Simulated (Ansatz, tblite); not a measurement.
Species of one formula, CoO4F2H8 (quartet), each relaxed with PBE-D4/def2-SVP in Ansatz.

The xTB rows come from tblite. Correlated methods freeze 11 core orbitals; core or outer-core shells of Co are correlated, in sets that lack core-valence functions.

Run but left out: HF/STO-3G (A: ⟨S²⟩ 4.75, where a pure state has 3.75).

Other spin states weren't relaxed.

A: cis-CoF2(H2O)4 (CoO₄F₂H₈)

B: trans-CoF2(H2O)4 (CoO₄F₂H₈)

Q: Estimate their order by electronic energy at PBE-QIDH/def2-TZVP, counted from the lowest.

A: B (0.00) < A (0.05), in eV.

Q: Do the other levels pick the same lowest one?

A: Not PBE-D4/def2-SVP, PBE-D4/def2-TZVP, r2SCAN-D4/def2-TZVP, PBE0-D4/def2-SVP. Energies above each level's lowest (eV):

| level | A | B |
| --- | --- | --- |
| GFN1-xTB | 0.16 | 0.00 |
| GFN2-xTB | 0.28 | 0.00 |
| HF/def2-TZVP | 0.26 | 0.00 |
| PBE-D4/def2-SVP | 0.00 | 0.16 |
| PBE-D4/def2-TZVP | 0.00 | 0.07 |
| r2SCAN-D4/def2-TZVP | 0.00 | 0.02 |
| PBE0-D4/def2-SVP | 0.00 | 0.06 |
| PBE0-D4/def2-TZVP | 0.01 | 0.00 |
| BHLYP-D4/def2-TZVP | 0.09 | 0.00 |
| PBE-QIDH/def2-TZVP | 0.05 | 0.00 |
| RPA@PBE/def2-TZVP | 0.10 | 0.00 |
| MP2/def2-TZVP | 0.06 | 0.00 |
Point groups (tolerance 0.1 Å): A C2, B Ci. A and B have the same bonds, so they are conformers or stereoisomers.
